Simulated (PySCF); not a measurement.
**Telling isomers of C₇H₈NOP apart by NMR**

- shielding tensors at PBE0/pcSseg-1 (GIAO)
- structure optimised with GFN2-xTB
- run in PySCF 2.14
- relativity neglected, single conformer, in vacuum, averaged over atoms made equivalent by symmetry, fast rotation or ring inversion

Scale: TMS for ¹H (σref 31.72) and ¹³C (σref 186.93) (reference shieldings calculated alike). Splittings of carbon signals by F and P are missing where no couplings were computed. Where no couplings were computed, multiplicities follow the n + 1 count of equivalent neighbours, and m marks all less simple cases (inequivalent or close neighbours, rings, F or P nearby). Shifts are as computed. Against solution values, carbons near 30 ppm lie about +3 ppm off and those near 130 ppm about +5 ppm. Of 1211 compounds with measured shifts, 218 miss one by over three times the rms of a fit or turn the order of signals round; such compounds aren't used in these exercises.

(1) Tabulate the signals of `CC(C)c1occ(C#N)p1`, `CC(=O)c1cpcc(C)n1`, `C=Cc1pccnc1OC` and their relative energies.

(2) What is the quickest way to tell CC(C)c1occ(C#N)p1 from C=Cc1pccnc1OC?

(3) What is the quickest way to tell CC(=O)c1cpcc(C)n1 from C=Cc1pccnc1OC?

(4) What is the quickest way to tell CC(C)c1occ(C#N)p1 from CC(=O)c1cpcc(C)n1?

Results:

(1) 
```json
{"SMILES": "CC(C)c1occ(C#N)p1", "carbon types": "3×C 2×CH 2×CH3", "δC": "225.7, 158.9, 121.0, 118.9, 38.3, 31.4", "δH": "8.23 (m, 1H), 3.12 (m, 1H), 1.47 (d, 6H)", "E rel. (kcal/mol)": "18.3"}
{"SMILES": "CC(=O)c1cpcc(C)n1", "carbon types": "3×C 2×CH 2×CH3", "δC": "206.0, 165.2, 161.2, 155.3, 151.2, 30.5, 29.8", "δH": "9.85 (m, 1H), 9.13 (m, 1H), 2.94 (s, 3H), 2.93 (s, 3H)", "E rel. (kcal/mol)": "0.0"}
{"SMILES": "C=Cc1pccnc1OC", "carbon types": "2×C 3×CH 1×CH2 1×CH3", "δC": "166.8, 156.6, 154.8, 144.7, 140.3, 120.5, 55.8", "δH": "8.73 (m, 1H), 8.24 (m, 1H), 7.78 (m, 1H), 7.25 (m, 1H), 5.67 (m, 1H), 4.15 (s, 3H)", "E rel. (kcal/mol)": "22.2"}
```

Energies are electronic energies at PBE0/pcSseg-1 on these geometries, without zero-point or thermal terms, each for the one conformer computed, which needn't be the lowest.

(2) Count the carbon signals: 6 against 7. The first has an sp3 CH on an aromatic ring at 38.3 ppm, the second a terminal =CH2 carbon at 120.5 ppm. Their most deshielded carbons lie at 225.7 and 166.8 ppm. In the proton spectra the most deshielded non-exchanging signals are 8.23 (m, 1H) and 8.73 (m, 1H).

(3) Both give the same number of carbon signals, but DEPT or the intensities differ. The first has a ketone carbonyl carbon (C) at 206.0 ppm, the second a terminal =CH2 carbon at 120.5 ppm. Their most deshielded carbons lie at 206.0 and 166.8 ppm. In the proton spectra the most deshielded non-exchanging signals are 9.85 (m, 1H) and 8.73 (m, 1H).

(4) Count the carbon signals: 6 against 7. The first has an sp3 CH on an aromatic ring at 38.3 ppm, the second a substituted aromatic carbon next to a ring nitrogen (C) at 165.2 ppm. Their most deshielded carbons lie at 225.7 and 206.0 ppm. In the proton spectra the most deshielded non-exchanging signals are 8.23 (m, 1H) and 9.85 (m, 1H).
